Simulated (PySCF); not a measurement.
Job file and geometry (Å, from GFN2-xTB) of an NMR shielding run on `[Cl][Al-]1([Cl])[Cl+][Al-]([Cl])([Cl])[Cl+]1`, Al2Cl6, GIAO PBE0/pcSseg-1 NMR shielding, non-relativistic, gas phase (PySCF 2.14.0, density-fitted response routines); density fitting, a coarse starting grid and PySCF grid level 2 are the driver's defaults:

```
{"job": {"kind": "nmr", "xc": "PBE0", "basis": "pcSseg-1"}, "charge": 0, "multiplicity": 1}
Cl     1.676426     2.523571    -0.179057
Al     1.524162     0.552658     0.268020
Cl     2.967429    -0.831709     0.596784
Cl    -0.009581     0.327100     1.894921
Al    -1.525565    -0.552556     0.486710
Cl    -1.698794    -2.523417     0.924590
Cl    -2.942017     0.858634     0.155026
Cl     0.016998    -0.344869    -1.136723
```

Q: What does the program print?

A: 
```
coarse grid: 12992 points
cycle   1  E = -3245.1398518133  dE =  1.013e+00  |g| = 5.020e-01  |ddm| = 3.059e+00
cycle   2  E = -3245.1218731936  dE =  1.798e-02  |g| = 6.042e-01  |ddm| = 1.347e+00
cycle   3  E = -3245.2130804034  dE = -9.121e-02  |g| = 4.359e-02  |ddm| = 7.120e-01
cycle   4  E = -3245.2134577691  dE = -3.774e-04  |g| = 1.701e-02  |ddm| = 6.008e-02
cycle   5  E = -3245.2135245841  dE = -6.681e-05  |g| = 1.429e-03  |ddm| = 1.945e-02
cycle   6  E = -3245.2135249474  dE = -3.634e-07  |g| = 5.182e-04  |ddm| = 1.939e-03
final grid: 94256 points
cycle   7  E = -3245.2507114743  dE = -4.233e-05  |g| = 6.287e-03  |ddm| = 1.526e-02
cycle   8  E = -3245.2507125486  dE = -1.074e-06  |g| = 3.746e-03  |ddm| = 7.014e-03
cycle   9  E = -3245.2507144198  dE = -1.871e-06  |g| = 7.947e-04  |ddm| = 4.073e-03
cycle  10  E = -3245.2507145791  dE = -1.592e-07  |g| = 1.163e-04  |ddm| = 9.897e-04
cycle  11  E = -3245.2507145825  dE = -3.406e-09  |g| = 1.686e-05  |ddm| = 1.382e-04
cycle  12  E = -3245.2507145825  dE = -5.275e-11  |g| = 4.238e-06  |ddm| = 1.709e-05
converged SCF energy = -3245.2507145825

GIAO shielding tensors (ppm)
atom      isotropic    diamagn.    paramagn.     s11        s22        s33       span
  0 Cl     931.876    1148.433    -216.557    880.117    886.712   1028.798    148.681
  1 Al     455.840     795.629    -339.789    378.802    405.677    583.041    204.239
  2 Cl     931.685    1148.297    -216.612    879.921    886.398   1028.735    148.814
  3 Cl     809.805    1151.392    -341.587    719.946    839.700    869.768    149.823
  4 Al     455.914     795.625    -339.711    378.482    405.128    584.134    205.652
  5 Cl     932.154    1148.260    -216.107    880.279    886.846   1029.336    149.058
  6 Cl     930.990    1148.410    -217.420    878.726    886.265   1027.980    149.254
  7 Cl     809.529    1152.743    -343.214    719.721    839.351    869.515    149.794
```

Size and cost of the density-fitted run: 192 basis functions, 31 s wall time on 1 thread of an Arm Neoverse V2, shared host.
